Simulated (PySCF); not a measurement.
A run for PySCF: R-MP2/6-31G* on ClH3Si (SMILES [SiH3]Cl) with ghost functions, monomers drawn apart or pushed together.

```python
from pyscf import gto, scf, dft, mp
from pyscf.data.elements import chemcore

mol = gto.M(
    atom='''
    Si   -0.10600762    0.81970918    6.66638612
    Cl    1.84482362    0.95613943    5.95134588
    H    -0.57831679   -0.55603791    6.43364330
    H    -0.92611207    1.79978137    5.93364556
    H    -0.06532643    1.13151681    8.10712623
    ghost-Cl   -0.31354082   -0.41778547    0.96919564
    ghost-H    0.58980264   -0.10066379    1.83216286
    ''',
    basis='6-31g*',
    cart=True,
    charge=0, spin=0, verbose=3, max_memory=1800)
mf = scf.RHF(mol)
mf.conv_tol = 1e-8
mf.max_cycle = 100
mf.kernel()
if not mf.converged:
    mf = mf.newton().run(mf.mo_coeff, mf.mo_occ)
pt = mp.MP2(mf, frozen=chemcore(mol)).run()
```

### Question
Predict the final total energy.

### Answer
-750.3888 hartree.
